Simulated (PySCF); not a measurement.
Checking a proposed structure

A compound C7H9NO gives the data below (simulated from a calculation) and was assigned the structure `COCc1ccccn1`.

13C{1H} NMR (computed): δ 121.4 (CH, 2C), 115.3 (CH, 2C), 90.9 (CH), 67.5 (CH2), 36.0 (CH2).

1H NMR (400 MHz, computed): δ 6.90 (m, 2H), 6.46 (m, 2H), 6.00 (m, 1H), 4.80 (m, 1H), 4.78 (m, 1H), 3.16 (m, 1H), 2.85 (m, 1H).

- structure optimised with GFN2-xTB
- shieldings: GIAO PBE0/pcSseg-1
- run in PySCF
- no relativistic terms, isolated molecule, equivalent nuclei averaged, single conformer

Scale: 1H and 13C vs TMS (reference shieldings calculated alike).

Task: Compare with the shifts computed for the proposed structure, pairing carbons in order of shift.

Result: Mapped SMILES: `[CH3:1][O:2][CH2:3][c:4]1[cH:5][cH:6][cH:7][cH:8][n:9]1`. Hydrogens are named by the atom that carries them.

```tsv
atom	computed for proposal	given list	difference
C4	166.8	121.4	+45.4
C8	155.0	121.4	+33.6
C6	142.3	115.3	+27.0
C7	127.1	115.3	+11.8
C5	126.9	90.9	+36.0
C3	81.0	67.5	+13.5
C1	58.7	36.0	+22.7
```

The rms difference is 29.4 ppm and the largest +45.4 ppm at C4 (substituted aromatic carbon next to a ring nitrogen). The proposal also would give 7 carbon signals, not 5. The carbon types in order of shift don't match either: C, CH, CH, CH, CH, CH2, CH3 for the proposal against CH, CH, CH, CH, CH, CH2, CH2 in the data. The proposal doesn't fit.

Task: Which isomer fits?

Result: SMILES C1[C@@H](n2cccc2)OC1.

Carbon types of the structure: 5 × CH, 2 × CH2, which accounts for all hydrogens. δC 121.4: aromatic CH next to a ring nitrogen. δC 115.3: aromatic CH. δC 90.9: sp3 CH bonded to N and O; 2 electronegative neighbours deshield it. δC 67.5: sp3 CH2 bonded to O; deshielded by the electronegative neighbour.

Other isomers checked: [H]/N=C/[C@H]1CC=CC(=O)C1 (rms 44.4 ppm); C#CC(=O)N(C)C1CC1 (rms 49.8 ppm).

This is the structure that produced the data.

Shifts are as computed. Against solution values, carbons near 30 ppm lie about +3 ppm off and those near 130 ppm about +5 ppm. Of 1211 compounds with measured shifts, 218 miss one by over three times the rms of a fit or turn the order of signals round; such compounds aren't used in these exercises. No couplings were computed; multiplicities are counted from neighbouring protons, with m where these are inequivalent, close in shift, in a saturated or five-membered ring or joined by F or P, and br s for small geminal =CH2 splittings.
